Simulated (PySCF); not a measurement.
GeH$_{4}$N (calculated)

Computed with PySCF 2.14.0. Calculation on a computer-drawn molecule: vertical ionisation energy to the stated ion spin, frozen-core CCSD(T) at the basis limit and cheaper methods, single-reference cases, UHF for radicals, no spin-orbit; all values are single points at the evaluated structure, the first of each entry, which is the reference or a displaced copy of it and isn't optimised; the reference structure only sets the zero of the energies above reference; triples share is (T) over the correlation energy; on germanium a core potential holds 10 electrons, which the energies leave out, and 3d is frozen in MP2 and coupled-cluster steps.

```xyz
6
formula=GeH4N charge=1 multiplicity=1 ion_multiplicity=2 diffuse_functions=no basis=cc-pVnZ basis_and_core_potential_on_germanium=cc-pVnZ-PP_ECP10MDF reference_is=the_Hartree-Fock_double-zeta_minimum best_is=HF_at_quadruple_zeta_+_MP2_correlation_extrapolated_from_triple_and_quadruple_zeta_+_CCSD(T)_minus_MP2_at_triple_zeta basis_step_is=the_size_of_the_change_from_the_same_recipe_one_zeta_lower
N      0.8629    -0.6410     3.0338
Ge    -0.5912    -0.4494     2.1535
H      1.2666     0.0784     3.6136
H      1.6112    -1.8547     3.0291
H     -1.2924     0.8728     2.2582
H     -1.0837    -1.6213     1.3373
```

Reference structure:
```xyz
6
GeH4N
N      0.8637    -0.6379     3.0296
Ge    -0.6108    -0.4490     2.1542
H      1.2665     0.0896     3.5963
H      1.4044    -1.4864     3.0242
H     -1.3109     0.8774     2.2576
H     -1.0923    -1.6239     1.3493
```

Drawn bonds:
| atom | other atom | order |
| --- | --- | --- |
| 1 | 2 | 1 |
| 1 | 3 | 1 |
| 1 | 4 | 1 |
| 2 | 5 | 1 |
| 2 | 6 | 1 |

## Withheld values
1. Give the missing ionisation energy best for GeH$_{4}$N.
2. Estimate the total energy best of GeH$_{4}$N.

Calculated values
1. 17.06 eV
2. -350.2630 hartree

Further results for GeH$_{4}$N:

- ionisation energy basis step: 0.01127 eV
- energy above reference best: 41.53 kcal/mol
- energy above reference basis step: 0.2645 kcal/mol
- ionisation energy Koopmans at triple zeta: 17.72 eV
- ionisation energy EOM CCSD at triple zeta: 16.88 eV
- total energy HF triple zeta: -349.8566 hartree
- total energy CCSD(T) triple zeta: -350.2202 hartree
- T1 diagnostic at triple zeta: 0.01901
- D1 diagnostic at triple zeta: 0.05906
- ion T1 diagnostic at triple zeta: 0.01435
- ion D1 diagnostic at triple zeta: 0.04205
- ion spin squared at triple zeta: 0.7759
- triples share at triple zeta: 0.03888
- basis functions triple zeta: 125

Triple zeta:
| method | ionisation energy (eV) | energy above reference (kcal/mol) |
| --- | --- | --- |
| HF | 15.12 | 49.42 |
| PBE | 17.07 | 38.36 |
| r2SCAN | 16.88 | 41.13 |
| B3LYP | 16.98 | 41.13 |
| wB97X | 16.87 | 43.25 |
| MP2 | 17.05 | 42.15 |
| CCSD | 16.76 | 42.6 |
| CCSD(T) | 16.92 | 41.45 |
